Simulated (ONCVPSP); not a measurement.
**PBEsol ONCV dataset for bismuth (Bi), non-relativistic all-electron reference.**

- Element: bismuth (Bi)
- Generator: ONCVPSP 4.0.1
- Type: optimised norm-conserving Vanderbilt (ONCV)
- Functional: PBEsol
- Relativity: non-relativistic
- Frozen core: [Kr] 4d10 4f14
- Valence charge: 23
- Reference configuration: 5s2 5p6 5d10 6s2 6p2.5 (charge +0.5)
- Partial waves: 5s+6s: rc 1.40 bohr, ncon 3, nbas 8, qcut 10.1 1/bohr, 2 projectors; 5p+6p: rc 1.70 bohr, ncon 4, nbas 8, qcut 9.3 1/bohr, 2 projectors; 5d: rc 1.35 bohr, ncon 4, nbas 7, qcut 7.2 1/bohr, 1 projector
- Local potential: polynomial inside 1.05 bohr (lpopt 5, dvloc0 4 Ha)
- Core correction: polynomial model core, fcfact 0.25

All-electron outer shells of the reference configuration (PBEsol, non-relativistic, ld1.x):

| shell | level (eV) | outermost node (bohr) | outermost maximum (bohr) |
| --- | --- | --- | --- |
| 4d | -441.50 | 0.19 | 0.38 |
| 4f | -177.22 | – | 0.34 |
| 5s | -129.27 | 0.49 | 0.86 |
| 5p | -93.37 | 0.50 | 0.90 |
| 5d | -34.71 | 0.51 | 1.03 |
| 6s | -14.93 | 1.10 | 2.10 |
| 6p | -8.02 | 1.19 | 2.51 |

What the tests gave:

- Cutoffs needed: 35 Ha and 42 Ha (the cutoffs (Ha) at which the residual kinetic energy of the hardest occupied pseudo-wave falls to 1 and 0.1 mHa per electron)
- Ghost test: no bound ghost flagged; GHOST(+) flagged for s at 151.0 eV
- Largest excitation error: -2.4 meV (all-electron minus pseudo) for 5s2 5p6 5d10 6s2 6p0, out of 4 test configurations
- rms error of d²Exc/dni dnj: 3.10 mHa without and 0.50 mHa with the model core

Generation and tests took about 3.3 s on one core of a shared server CPU.
